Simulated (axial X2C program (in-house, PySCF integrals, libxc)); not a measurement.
**Spin–orbit effects down a group: molecules with Li (ions), HF**

All values come from calculations with an in-house relativistic program for diatomic molecules, spin-free (one-electron X2C) or two-component (2c: spin–orbit coupling with atomic mean-field Coulomb and Gaunt terms, which also bring small scalar terms), in Dyall basis sets with cores contracted in-house; open shells are unrestricted.

Basis sets: As dyall-cv3z, Bi dyall-cv3z, Li dyall-cv3z, N dyall-av3z, P dyall-v3z, Sb dyall-cv3z.

| molecule | spin-free state | Re (Å) | ωe (cm⁻¹) | De (eV) | 2c state | Re 2c (Å) | ωe 2c (cm⁻¹) | De 2c (eV) |
| --- | --- | --- | --- | --- | --- | --- | --- | --- |
| LiN⁺ | M_S = 3/2, Λ = 0 | 2.225 | 268.2 | 0.22 | Ω = 3/2 | 2.225 | 268.1 | 0.22 |
| LiP⁺ | M_S = 3/2, Λ = 0 | 2.689 | 243.2 | 0.38 | Ω = 3/2 | 2.689 | 243.2 | 0.38 |
| LiAs⁺ | M_S = 3/2, Λ = 0 | 2.789 | 222.8 | 0.40 | Ω = 3/2 | 2.788 | 223.3 | 0.40 |
| LiSb⁺ | M_S = 3/2, Λ = 0 | 2.976 | 218.0 | 0.48 | Ω = 3/2 | 2.971 | 220.1 | 0.48 |
| LiBi⁺ | M_S = 3/2, Λ = 0 | 3.055 | 208.3 | 0.50 | Ω = 1/2 | 3.015 | 233.4 | 0.41 |

Fragments in 2c: N + Li+, P + Li+, As + Li+, Sb + Li+, Bi + Li+. Each entry is the lowest single determinant of a limited PBE0 search at one distance. De goes to single-determinant-based atoms at the same level (for ions the charge split of lowest energy) and is withheld (n/a) where an atom does not fit its ground term or J level. Main or longest-lived isotopes. One determinant is a doubtful description, or other states lie close, for LiN⁺, LiP⁺, LiAs⁺, LiSb⁺, LiBi⁺; these need not be ground states, and all values refer to the states named. With several unpaired electrons the Ω given is that of one determinant, not necessarily of the lowest component. The lowest determinant changes configuration between the Hamiltonians for LiBi⁺, so two states are compared there.
